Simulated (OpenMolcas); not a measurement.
Au3+ with 6 ligands (fluoride) in octahedral coordination (Oh). A charge of +0.5 e stands 2.8 Å behind each ligand. Ligand basis ANO-RCC-VDZP.

```yaml
Program: OpenMolcas
Method: "SS-CASPT2, IPEA 0.25 Eh, imaginary shift 0.1 Eh (closed shells correlated: 5s 5p and the ligand valence shells)"
Basis: ANO-RCC-VTZP [8s7p5d3f1g]
Scalar_Hamiltonian: DKH2, point nucleus
Active_space: 8 electrons in 5 orbitals (5d)
State_averaging: 2S+1 = 3 even, 10 roots; 2S+1 = 1 even, 15 roots
Spin-orbit_coupling: RASSI with atomic mean-field integrals over the reference wave functions
```

All ligands move together. At R = 2.09 Å the first state of the same spin is 22080 cm-1, and at R = 2.16 Å it is 19700 cm-1.

Problem. A third run gives 16710 cm-1. What distance was it run at?

Solution. With a power law R^-n the two known points give n = -ln(19700 / 22080) / ln(2.16 / 2.09) = 3.46. Then R = 2.09 × (22080 / 16710)^(1/3.46) = 2.265 Å. The run was at 2.28 Å, so the estimate is off by -0.015 Å.

Roots that are degenerate in the reference are averaged as groups; the widest CASPT2 spread within a group is 850 cm-1 (the 3-fold group of multiplicity 1 near 21300 cm-1 above the lowest state of its run, R = 2.28). Shifts and gaps below about the spread of the groups concerned are not significant. Over all roots computed the reference weight is 0.67 to 0.69 in R = 2.09, 0.67 to 0.69 in R = 2.16, 0.65 to 0.68 in R = 2.28; a low but even weight reflects the number of correlated electrons. Real 4d8 and 5d8 ions are as a rule square planar and diamagnetic. Ligand-to-metal charge-transfer states are missing. With no ligand orbital active B as a rule stays too high, so bands that hang on it stand too high and its fall with covalency is understated. With one d shell and no ligand orbital active, 10Dq can be off by a tenth or more. The least metal-like active orbital is 79 % on the metal (Löwdin) and no ligand orbital is active, so the numbers are rough (holds for R = 2.09). The least metal-like active orbital is 80 % on the metal (Löwdin) and no ligand orbital is active, so the numbers are rough (holds for R = 2.16). The least metal-like active orbital is 81 % on the metal (Löwdin) and no ligand orbital is active, so the numbers are rough (holds for R = 2.28). These CASPT2 states fit no ligand-field parameters well, so their order and spin gaps are uncertain (holds for R = 2.28). No measured value stands beside these numbers; the geometry is a model, was not optimised and need not be the one that this ion takes.
